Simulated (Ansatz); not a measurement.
Compare A (`O[SiH2]C(F)F`) with its isomer B (`C[Si](O)(F)F`).

Calculated with Ansatz (gas phase, PBE0-D4/def2-TZVP geometries, no zero-point term in ΔE). CBS: MP2 limit from def2 TZ/QZ plus the TZ coupled-cluster correction, frozen cores. DFT in def2-TZVPP. B3LYP here is the variant with VWN-RPA as its local correlation; programs differ in this. Each species was taken in one conformer, which may not be the lowest.

A:

Z-matrix (Å, degrees):
```
Si
C 1 1.917
O 1 1.641 2 109.6
H 1 1.485 2 106.3 3 -122.5
H 1 1.479 2 109.1 3 116.7
F 2 1.366 1 110.1 3 175.7
F 2 1.373 1 108.9 3 58.1
H 2 1.096 1 115.7 3 -62.3
H 3 0.959 1 117.9 2 -64.8
```

B:

```xyz
9

C    -0.5940    1.0689   -0.2945
Si    0.4894   -0.3364    0.1572
O    -0.3723   -1.7087    0.1882
F     1.7006   -0.4779   -0.8627
F     1.1810   -0.0969    1.5685
H    -1.0358    0.9095   -1.2799
H    -1.4028    1.1767    0.4308
H    -0.0246    2.0000   -0.3178
H     0.0586   -2.5353    0.4102
```

Question: Which isomer does CCSD(T)/CBS put lower? Give the gap. (An estimate is asked.)

Answer: Ansatz gave: B, by 511.9 kJ/mol.

Question: Give E(B) − E(A) in kJ/mol with r2SCAN-D4, MP2/def2-TZVPP, CCSD/def2-TZVPP, PBE0-D4, B3LYP-D4, PBE-D4, HF/def2-TZVPP. (An estimate is asked.)

Answer: Ansatz gave: r2SCAN-D4 -500.7, MP2/def2-TZVPP -523.7, CCSD/def2-TZVPP -507.6, PBE0-D4 -487.9, B3LYP-D4 -490.6, PBE-D4 -470.5, HF/def2-TZVPP -506.7. None reverses the order clearly.

Largest T1 diagnostic: 0.012.

From PBE to PBE0 (25 % exact exchange), in def2-TZVPP and without D4, E(B) − E(A) moves by −17.6 kJ/mol.
